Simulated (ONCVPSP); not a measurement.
# Scattering properties, ONCV potential for carbon

ONCVPSP 4.0.1 input, shortened (lines: element, Z, core and valence counts, functional; n l f; lmax; l rc ep ncon nbas qcut; lloc lpopt rc5 dvloc0; l nproj debl; icmod fcfact rcfact), LDA (Perdew-Zunger), scalar-relativistic:

```
  C 6.00    1    2        3      upf
    1    0    2.00
    2    0    2.00
    2    1    2.00
    2
    0    0.90    0.00    3    7    5.80
    1    2.00    0.00    4    8    5.80
    2    2.10    0.39    4    7    5.00
    4    5    0.75    3.00
    0    1    1.10
    1    2    0.70
    2    2    1.00
    3    1.75    1.00
```

The phase is arctan(r·R′/R) of the radial function R(r), unwrapped; energies in Ha, scanned from -2 to 5 Ha. A pole is an energy at which the radial function vanishes at the test radius. The pseudo phase is shifted by a multiple of π to meet the all-electron one at the reference energy, and phase errors are pseudo minus all-electron; the curves can meet again beyond the range given. Levels narrower than the energy grid can be missing from the lists of poles.

**Question.** For each channel, where are the poles, and over which energies does the pseudopotential scatter like the atom?

**Answer.**

| channel | radius (bohr) | reference energy (Ha) | poles, all-electron | poles, pseudo | unbroken range about the reference energy with phases within 0.05 rad | phase error 1 Ha above the reference energy (rad) |
| --- | --- | --- | --- | --- | --- | --- |
| s | 0.91 | -0.50 | none | none | below 3.0 | -0.009 |
| p | 2.03 | -0.20 | 0.29, 4.14 | 0.29, 4.18 | the whole range | -0.000 |
| d | 2.13 | 0.39 | 2.35 | 2.35 | below 3.7 | +0.000 |

Phases in the s channel:

```json
{"E (Ha)": "-1.98", "all-electron": "0.394", "pseudo": "0.379"}
{"E (Ha)": "-1.80", "all-electron": "0.327", "pseudo": "0.314"}
{"E (Ha)": "-1.62", "all-electron": "0.255", "pseudo": "0.244"}
{"E (Ha)": "-1.44", "all-electron": "0.178", "pseudo": "0.171"}
{"E (Ha)": "-1.26", "all-electron": "0.098", "pseudo": "0.093"}
{"E (Ha)": "-1.08", "all-electron": "0.015", "pseudo": "0.011"}
{"E (Ha)": "-0.90", "all-electron": "-0.071", "pseudo": "-0.072"}
{"E (Ha)": "-0.72", "all-electron": "-0.157", "pseudo": "-0.158"}
{"E (Ha)": "-0.54", "all-electron": "-0.243", "pseudo": "-0.243"}
{"E (Ha)": "-0.36", "all-electron": "-0.328", "pseudo": "-0.328"}
{"E (Ha)": "-0.18", "all-electron": "-0.410", "pseudo": "-0.411"}
{"E (Ha)": "0.00", "all-electron": "-0.489", "pseudo": "-0.492"}
{"E (Ha)": "0.18", "all-electron": "-0.564", "pseudo": "-0.568"}
{"E (Ha)": "0.36", "all-electron": "-0.634", "pseudo": "-0.640"}
{"E (Ha)": "0.54", "all-electron": "-0.699", "pseudo": "-0.709"}
{"E (Ha)": "0.72", "all-electron": "-0.760", "pseudo": "-0.772"}
{"E (Ha)": "0.90", "all-electron": "-0.816", "pseudo": "-0.831"}
{"E (Ha)": "1.08", "all-electron": "-0.868", "pseudo": "-0.886"}
{"E (Ha)": "1.26", "all-electron": "-0.915", "pseudo": "-0.936"}
{"E (Ha)": "1.44", "all-electron": "-0.959", "pseudo": "-0.983"}
{"E (Ha)": "1.62", "all-electron": "-0.999", "pseudo": "-1.026"}
{"E (Ha)": "1.80", "all-electron": "-1.037", "pseudo": "-1.067"}
{"E (Ha)": "1.98", "all-electron": "-1.071", "pseudo": "-1.104"}
{"E (Ha)": "2.16", "all-electron": "-1.102", "pseudo": "-1.138"}
{"E (Ha)": "2.34", "all-electron": "-1.132", "pseudo": "-1.171"}
{"E (Ha)": "2.52", "all-electron": "-1.159", "pseudo": "-1.201"}
{"E (Ha)": "2.70", "all-electron": "-1.184", "pseudo": "-1.229"}
{"E (Ha)": "2.88", "all-electron": "-1.207", "pseudo": "-1.256"}
{"E (Ha)": "3.06", "all-electron": "-1.229", "pseudo": "-1.281"}
{"E (Ha)": "3.24", "all-electron": "-1.250", "pseudo": "-1.304"}
{"E (Ha)": "3.42", "all-electron": "-1.269", "pseudo": "-1.327"}
{"E (Ha)": "3.60", "all-electron": "-1.287", "pseudo": "-1.348"}
{"E (Ha)": "3.78", "all-electron": "-1.304", "pseudo": "-1.369"}
{"E (Ha)": "3.96", "all-electron": "-1.320", "pseudo": "-1.389"}
{"E (Ha)": "4.14", "all-electron": "-1.335", "pseudo": "-1.408"}
{"E (Ha)": "4.32", "all-electron": "-1.349", "pseudo": "-1.426"}
{"E (Ha)": "4.50", "all-electron": "-1.363", "pseudo": "-1.444"}
{"E (Ha)": "4.68", "all-electron": "-1.375", "pseudo": "-1.462"}
{"E (Ha)": "4.86", "all-electron": "-1.388", "pseudo": "-1.480"}
```
